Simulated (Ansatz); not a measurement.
Caution: the highest occupied level lies above zero, a sign of self-interaction error and of too few diffuse functions. Another site gives an ion 0.56 eV lower (`C=[N-]`) at the level frozen-core CCSD(T)/aug-cc-pVTZ // B3LYP-D3(BJ)/def2-TZVPD (Ansatz, an electronic-structure program).

Species: CH2N, SMILES `[CH-]=N` (not the most acidic site) (charge -1, multiplicity 1).

Task: Give a relaxed geometry from B3LYP-D3(BJ)/def2-TZVPD in Ansatz.

Result: the end point of this relaxation (outside a Z-matrix the atoms follow the SMILES, hydrogens last).
Cartesian coordinates (Å) in one orientation:
```xyz
4

C      0.567    -0.540     0.251
N     -0.721    -0.359     0.185
H      1.147     0.347    -0.186
H     -0.993     0.551    -0.249
```
